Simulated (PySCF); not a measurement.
## A survey of 15N NMR shifts

Calculated, not measured (PySCF): GIAO PBE0/pcSseg-1 shieldings, GFN2-xTB structure. No solvent, fast rotation and ring inversion assumed for equivalent nuclei, one conformer, relativity neglected.

Shieldings were converted by a linear fit to measured shifts: 15N: δ = -148.07 − 0.921σ (rms 6.3 ppm, 71 shifts vs CH3NO2, solution or neat liquid). A few per cent of atoms miss by over 2 rms, more outside the fitted compound classes.

Problem. Give the 15N shifts of `C=CN(C)N1CCCC1`, `CCN(C)/N=C\C1CC1`, `COC[C@@]1(C#N)C[C@H](F)O1`, `C#C[Si](C)(C)NCC`, `[H]/N=C/CCN1CCCC1`, `CCNN=C1CCCC1`, `CO[Si@@H](O)n1ccc(N)c1`, `C=CN(CCC)/N=C\C`.

Solution. 
```
                                                             compound                     environment  δ (ppm)
      [CH2:1]=[CH:2][N:3]([CH3:4])[N:5]1[CH2:6][CH2:7][CH2:8][CH2:9]1   N3: nitrogen bonded to O or N   -269.9
      [CH2:1]=[CH:2][N:3]([CH3:4])[N:5]1[CH2:6][CH2:7][CH2:8][CH2:9]1   N5: nitrogen bonded to O or N   -291.3
     [CH3:1][CH2:2][N:3]([CH3:4])/[N:5]=[CH:6]\[CH:7]1[CH2:8][CH2:9]1              N5: imine nitrogen    -51.0
     [CH3:1][CH2:2][N:3]([CH3:4])/[N:5]=[CH:6]\[CH:7]1[CH2:8][CH2:9]1   N3: nitrogen bonded to O or N   -277.5
                                            COC[C@@]1(C#N)C[C@H](F)O1                nitrile nitrogen   -105.1
                                                     C#C[Si](C)(C)NCC     nitrogen bonded to C, Si, H   -344.9
   [H]/[N:1]=[CH:2]/[CH2:3][CH2:4][N:5]1[CH2:6][CH2:7][CH2:8][CH2:9]1              N1: imine nitrogen    -62.6
   [H]/[N:1]=[CH:2]/[CH2:3][CH2:4][N:5]1[CH2:6][CH2:7][CH2:8][CH2:9]1              N5: amine nitrogen   -325.7
        [CH3:1][CH2:2][NH:3][N:4]=[C:5]1[CH2:6][CH2:7][CH2:8][CH2:9]1              N4: imine nitrogen    -54.7
        [CH3:1][CH2:2][NH:3][N:4]=[C:5]1[CH2:6][CH2:7][CH2:8][CH2:9]1   N3: nitrogen bonded to O or N   -260.3
[CH3:1][O:2][Si@@H:3]([OH:4])[n:5]1[cH:6][cH:7][c:8]([NH2:9])[cH:10]1  N5: pyrrole-type ring nitrogen   -230.0
[CH3:1][O:2][Si@@H:3]([OH:4])[n:5]1[cH:6][cH:7][c:8]([NH2:9])[cH:10]1       N9: aniline-type nitrogen   -343.8
      [CH2:1]=[CH:2][N:3]([CH2:4][CH2:5][CH3:6])/[N:7]=[CH:8]\[CH3:9]              N7: imine nitrogen    -56.5
      [CH2:1]=[CH:2][N:3]([CH2:4][CH2:5][CH3:6])/[N:7]=[CH:8]\[CH3:9]   N3: nitrogen bonded to O or N   -239.9
```
